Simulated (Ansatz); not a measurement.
Two structures of C$_{2}$H$_{10}$Ge, closed shell, reached by relaxing down either side of one saddle point (PBE0-D4/def2-TZVP). Energies are electronic, without zero-point energy. Ansatz 0.2.0; basis: def2-TZVPP and def2-QZVPP; cores frozen in the correlated methods. Filled d shells of the heavier atoms are correlated. The def2 sets are not built for correlating such inner shells, so the correlated values are less sure here. Extrapolation: Hartree–Fock as exp(−7.88 √X), correlation as X^−2.97. First:

```csv
atom,x (Å),y (Å),z (Å)
Ge1,-0.1973,0.5275,1.3239
C2,0.7462,0.1886,-0.3599
C3,0.0657,0.8261,-1.5630
H4,-0.2695,2.0431,1.5934
H5,-1.6383,-0.0139,1.2405
H6,0.5148,-0.1521,2.5076
H7,-0.4722,-3.2779,0.7131
H8,-0.9989,-2.7897,0.9168
H9,0.8220,-0.8947,-0.4849
H10,1.7679,0.5622,-0.2479
H11,-0.0034,1.9119,-1.4567
H12,0.6139,0.6223,-2.4870
H13,-0.9509,0.4468,-1.6957
```

Second:

```xyz
13
angstrom
Ge -0.8578 0.0057 2.3217
C 1.1484 -0.3753 -1.1965
C -0.0744 0.3671 -1.7054
H 0.5098 0.6735 2.1278
H -1.9501 0.8878 1.7015
H -1.1350 -0.1687 3.8212
H 0.8693 -1.2928 -0.6728
H -0.8605 -1.3673 1.6372
H 1.8137 -0.6552 -2.0168
H 1.7258 0.2367 -0.4994
H -0.7415 0.6519 -0.8879
H 0.2055 1.2832 -2.2309
H -0.6533 -0.2465 -2.3996
```

(1) Which bonds change from the first to the second?

(2) Give the saddle point's structure and its height above each. (Judge from chemistry; the value comes from the calculation.)

No T1 diagnostic of these runs exceeds 0.012.

Results:

(1) C₂H₈Ge ([CH3][CH2][GeH3]) + H₂ → C₂H₆ (CC) + GeH₄; bonds formed: Ge1–H8, C2–H7; bonds broken: Ge1–C2, H7–H8.

(2) The calculation gives: 81.56 kcal/mol above the first and 91.11 kcal/mol above the second (CCSD(T) at an estimated basis limit (MP2 extrapolated from triple and quadruple zeta, plus CCSD(T) − MP2 in triple zeta)).
```
13
angstrom
Ge -0.4499 0.0260 1.4766
C 0.7382 -0.2521 -0.4727
C -0.0086 0.5747 -1.4972
H 0.0371 1.5226 1.2961
H -1.9793 0.1031 1.3591
H 0.1925 -0.4534 2.7862
H 0.0087 -1.1395 0.3004
H -0.6287 -1.7964 1.0147
H 1.0841 -1.2062 -0.9017
H 1.6207 0.2422 -0.0605
H -0.3394 1.5268 -1.0732
H 0.6157 0.8086 -2.3639
H -0.8911 0.0440 -1.8638
```

Labels in which every atom is bracketed show which atoms are joined, not bond orders.

For scale, one of the runs: CCSD(T)/def2-TZVPP, 250 basis functions, launched by `ansatz run in.yaml --threads 8 --pin off --events-out ev --progress --plain --max-ram 19148MiB`. Hardware: 8 CPU threads of an Arm Neoverse V1, shared host. Wall time 95 s; peak host memory 5.4 GiB.
